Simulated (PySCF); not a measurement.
MgCl2, SMILES [Mg]([Cl])[Cl]. Coordinates come from a ωB97X-D3(BJ)/def2-TZVP optimisation. The isomer is the one that the SMILES or the coordinates give; other isomers of the formula were not compared.

Computed equilibrium geometry at ωB97X-D3(BJ)/def2-TZVP (PySCF confirms it by a frequency run) as Cartesian coordinates in Å, and its point group:
point group D∞h.
```xyz
3

Mg     0.0000     0.0000     0.0000
Cl     0.0000     0.0000    -2.1675
Cl     0.0000     0.0000     2.1675
```
Charge 0, spin multiplicity 1.
